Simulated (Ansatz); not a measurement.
Several settings on one geometry of Si16OH28 (that of the charge 0 singlet, PBE-D4/def2-SVP). Ansatz on 2 threads of AMD EPYC 7R13 on a shared host and a share (18 GiB) of an NVIDIA H100 80GB HBM3; times are rough.

```xyz
45

Si   -3.777    1.453   -0.216
Si   -0.827   -3.356    2.050
Si    1.665   -2.888   -0.521
O    -1.553   -1.149   -0.589
Si   -0.906    2.219    2.450
Si    0.841    0.867    1.602
Si    2.008    1.938   -0.150
Si   -1.148    4.315   -0.708
Si    4.540   -1.120   -0.185
Si   -2.118   -1.670    1.046
Si   -2.756   -0.206   -1.534
Si   -2.398    3.048    0.832
Si    0.068   -1.446   -1.475
Si    0.188   -4.532    0.285
Si    2.936   -2.069    1.291
Si    0.576    3.036   -1.675
Si    3.526    0.622   -1.409
H    -4.628    2.135   -1.265
H    -4.707    0.771    0.753
H    -1.900   -4.095    2.816
H     0.138   -2.715    3.004
H     2.125   -3.371   -1.896
H    -1.670    1.500    3.536
H    -0.296    3.456    3.065
H     0.212   -0.427    1.146
H     1.740    0.584    2.769
H     2.754    3.051    0.552
H    -2.057    4.897   -1.763
H    -0.552    5.453    0.084
H     5.220   -1.960   -1.250
H     5.662   -0.437    0.570
H    -3.492   -2.166    0.672
H    -2.304   -0.376    1.789
H    -3.711   -1.239   -2.059
H    -1.946    0.368   -2.655
H    -3.413    3.948    1.502
H    -0.524   -1.953   -2.770
H     0.430   -0.007   -1.702
H    -0.930   -4.986   -0.626
H     0.880   -5.749    0.841
H     3.626   -3.452    1.356
H    -0.080    2.044   -2.605
H     1.415    3.952   -2.534
H     2.715    0.066   -2.562
H     4.468    1.633   -2.025
```

Totals from different functionals, basis sets or treatments of relativity can't be compared as stabilities.

The 6-31G sets use Cartesian d functions. LC-ωPBE has ω = 0.4 bohr⁻¹.

The spins typed aren't always the lowest for that charge.

(1) Give the basis size and estimate the energy, ⟨S²⟩ and time of these runs.

```csv
run,method,charge,state,further keys
1,UKS ωB97/aug-cc-pVDZ,1,doublet,fitting: {mean_field: def2-universal-jkfit}; forces asked
2,ROKS r2SCAN50-D3(BJ)-ATM/6-31++G**,1,doublet,fitting: {mean_field: def2-universal-jkfit}; nuclear_model: gaussian; scf: {omitted_lower_state_checks: [starts]}
3,RKS LC-ωPBE/def2-mTZVPP,0,singlet,fitting: {mean_field: def2-universal-jkfit}; scf: {lower_state_search: off}; forces asked
```

Results:

(1) 
| run | functions | energy (Eh) | ⟨S²⟩ | wall time |
| --- | --- | --- | --- | --- |
| 1 | 707 | -4723.6169 | 0.76 | 64 s |
| 2 | 555 | -4723.0280 | – | 27 s |
| 3 | 596 | -4722.5828 | – | 28 s |

A triplet lies near this restricted singlet, and broken spin symmetry wasn't tried.
